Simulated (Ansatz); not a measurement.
Basis sets compared for the cluster Rb3F3 (the lowest singlet isomer of a short search). Total charge 0; singlet. Geometry PBE0-D4/def2-SVP. Ansatz on 4 threads of Arm Neoverse V1 on a shared host; times are rough, and most runs start from earlier orbitals.

```xyz
6

Rb   -1.9590    1.3988   -1.5009
Rb   -0.1379    0.0235    1.5745
Rb    2.2676   -1.3083   -1.1007
F     1.9191   -1.4952    1.3048
F    -2.3370    1.1716    0.8973
F     0.2472    0.2096   -1.1751
```

In the def2 sets Rb takes a core potential; there is no spin–orbit coupling. Another isomer (singlet) lies 0.03 eV lower at PBE0-D4/def2-TZVP; other spin states weren't run for this one.

Binding counts from free atoms (Rb doublet, F doublet) in the same basis, without a counterpoise term.

```csv
level,functions,energy (Eh),HOMO (eV),LUMO (eV),binding per atom (eV),wall time
PBE-D4/def2-SVP,114,-371.5317,-4.28,-1.20,3.02,1.6 s
PBE-D4/def2-TZVP,192,-371.9291,-4.67,-1.12,3.06,2.7 s
r2SCAN-D4/def2-TZVP,192,-372.1380,-4.93,-0.52,3.03,4.6 s
PBE0-D4/def2-SVP,114,-371.5279,-5.96,-0.72,2.89,1.7 s
PBE0-D4/def2-TZVP (with forces),192,-371.9202,-6.45,-0.65,2.93,4.9 s
```

(1) Estimate the rows for PBE-D4/def2-TZVPD, r2SCAN-D4/def2-TZVPD, PBE0-D4/def2-TZVPD.

## Answers

(1) 
```tsv
level	functions	energy (Eh)	HOMO (eV)	LUMO (eV)	binding per atom (eV)	wall time
PBE-D4/def2-TZVPD	219	-371.9350	-4.75	-1.08	3.07	3.8 s
r2SCAN-D4/def2-TZVPD	219	-372.1434	-5.02	-0.47	3.04	6 s
PBE0-D4/def2-TZVPD	219	-371.9255	-6.53	-0.61	2.94	3.9 s
```
